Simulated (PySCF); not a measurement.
Compound: Te(iPr)2, C6H14Te.
Geometry (PBE0-D3(BJ)/def2-SVP, Å), atoms numbered from 1 in this order:
```
atom  x, y, z in Å
Te1   -0.009    0.073   -1.522
C2     1.572   -0.424   -0.092
C3     1.776    0.675    0.932
C4     2.833   -0.731   -0.882
H5     1.220   -1.343    0.403
H6     0.865    0.879    1.515
H7     2.086    1.615    0.450
H8     2.565    0.383    1.647
H9     3.645   -1.027   -0.196
H10    2.683   -1.554   -1.597
H11    3.181    0.151   -1.442
C12   -1.586    0.427   -0.049
C13   -1.803   -0.775    0.849
C14   -2.844    0.834   -0.798
H15   -1.226    1.282    0.544
H16   -0.895   -1.051    1.406
H17   -2.121   -1.654    0.267
H18   -2.590   -0.556    1.592
H19   -3.653    1.061   -0.084
H20   -2.684    1.729   -1.419
H21   -3.202    0.023   -1.454
```

Theory: PBE0-D3(BJ)/def2-SVP geometry optimisation, gas phase, def2 core potentials past Kr in PySCF 2.14.0.

Take the most abundant isotopes and a rigid rotor. The values belong to one conformer.

Task: What are A, B and C (MHz)?

Result: Ia = 222.50, Ib = 469.47, Ic = 602.34 u·Å²; 505379 MHz·u·Å²/I gives A = 2271, B = 1076, C = 839.0 MHz.

Task: What kind of rotor is it?

Result: An asymmetric top: κ = (2 × 1076 − 2271 − 839.0)/(2271 − 839.0) = -0.67.

Task: Is it planar, by Δ = Ic − Ia − Ib?

Result: Not planar: Δ = Ic − Ia − Ib = -89.62 u·Å². For a rigid frame Δ = −2 Σ m c², so Σ m c² = 44.81 u·Å² lies off the ab plane: 17.90 from hydrogen and 26.91 from heavier atoms. The atom farthest from that plane is 1.89 Å away.

Task: Which types of transition are allowed, and where do some lines up to J = 2 fall?

Result: The dipole components are |μa| = 0.00 D, |μb| = 1.51 D, |μc| = 0.00 D; the symmetry axis of this C2 structure is b, so μa and μc vanish by symmetry and there are no a-type or c-type lines. Some lines, for components of 0.1 D or more:

```csv
type,branch,"J(Ka,Kc)",MHz,lower level (cm⁻¹)
b,Q,"1(1,0) ← 1(0,1)",1432,0.064
b,Q,"2(1,1) ← 2(0,2)",1702,0.191
b,R,"2(0,2) ← 1(1,1)",2604,0.104
b,R,"1(1,1) ← 0(0,0)",3110,0.000
b,Q,"2(2,0) ← 2(1,1)",3617,0.247
b,Q,"2(2,1) ← 2(1,2)",4297,0.224
b,R,"2(1,2) ← 1(0,1)",4788,0.064
b,R,"2(2,1) ← 1(1,0)",7653,0.112
b,R,"2(2,0) ← 1(1,1)",7923,0.104
```

Task: Estimate the classical rotational partition function at 10 K, 25 K and 298.15 K.

Result: Point group C2, symmetry number σ = 2; q = (√π/σ)·√((kT/h)³/(ABC)), k/h = 20836.6 MHz/K: 1860 at 10 K, 7360 at 25 K, 303000 at 298.15 K.

Atoms past krypton carry def2 core potentials. Whether it is a minimum is left open (no frequencies). No vibrational averaging or centrifugal distortion is included, and the geometry carries the error of its method. A rigid rotor knows nothing of internal rotation, which can split or shift real lines.
